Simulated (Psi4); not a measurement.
Interaction energy of HF ··· BF3 (SMILES F and FB(F)F). Monomers: optimised at B3LYP-D3(BJ) (def2-TZVP), held rigid. Orientation: a random orientation, not optimised. The monomers approach along the line of their centres of mass (distance R); nothing else relaxes.

Geometry at R = 4.20 Å (first 2 atoms: monomer A):
```
6

F      0.4622     0.0000     0.0000
H     -0.4622     0.0000     0.0000
F     -3.1001    -4.0076     0.5960
B     -2.7066    -2.7527     0.5538
F     -3.5523    -1.7884     0.8458
F     -1.4689    -2.4615     0.2157
```

Level of theory: SAPT0/jun-cc-pVDZ, frozen core run with Psi4.

Components in kJ/mol:

```csv
R / Å,electrostatics,exchange,induction,dispersion,total
3.56,-6.14,20.56,-2.10,-3.12,9.20
3.80,-2.83,8.07,-1.02,-1.86,2.36
3.98,-1.77,3.98,-0.62,-1.29,0.30
4.20,-1.17,1.65,-0.36,-0.84,-0.72
4.41,-0.91,0.70,-0.23,-0.58,-1.01
4.60,-0.78,0.32,-0.16,-0.42,-1.03
4.93,-0.64,0.08,-0.09,-0.24,-0.89
5.23,-0.55,0.02,-0.06,-0.16,-0.74
5.67,-0.44,0.00,-0.03,-0.09,-0.55
6.39,-0.30,0.00,-0.01,-0.04,-0.35
7.42,-0.18,0.00,-0.01,-0.01,-0.20
8.71,-0.10,0.00,0.00,0.00,-0.11
```
